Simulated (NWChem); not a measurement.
**HCu in NWChem**

```xyz
2

Cu     0.0000     0.0000     0.0488
H      0.0000     0.0000    -1.4145
```
Charge 0, spin multiplicity 1.

Everything below was run with NWChem. All single points use one geometry, from PBE/def2-SVP, a minimum by its harmonic frequencies.

Static limit.

The structure started from a generated list of species.

Give the polarisability tensor in bohr³ at PBE/def2-SVPD, in the frame of the coordinates, and its isotropic mean.


```
33.47   0.00   0.00
 0.00  33.47   0.00
 0.00   0.00  38.61
```
Mean (one third of the trace): 35.18 bohr³.
